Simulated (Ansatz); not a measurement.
CH8OSSi2 can be A, `CS[SiH2]O[SiH3]`, or B, `[SiH3]OCS[SiH3]`.

Computed with Ansatz on PBE0-D4/def2-TZVP structures; ΔE is electronic, products minus reactants. CBS: MP2 limit from def2 TZ/QZ plus the TZ coupled-cluster correction, frozen cores. DFT in def2-TZVPP. B3LYP here is the variant with VWN-RPA as its local correlation; programs differ in this. One conformer a species, not always the lowest.

Problem. Which isomer does CCSD(T)/CBS put lower? Give the gap. (Estimate.)

Solution. Computed: A, by 49.8 kcal/mol.

Problem. Give E(B) − E(A) in kcal/mol with B3LYP, r2SCAN-D4, PBE0-D4, CCSD/def2-TZVPP, B2PLYP, B3LYP-D4, ωB97M-V. (Best estimate.)

Solution. Ansatz gave: B3LYP 48.0, r2SCAN-D4 48.7, PBE0-D4 47.3, CCSD/def2-TZVPP 49.3, B2PLYP 49.2, B3LYP-D4 48.4, ωB97M-V 48.7. None reverses the order clearly.

Largest T1 diagnostic: 0.012.

From PBE to PBE0 (25 % exact exchange), in def2-TZVPP and without D4, E(B) − E(A) moves by +1.9 kcal/mol.
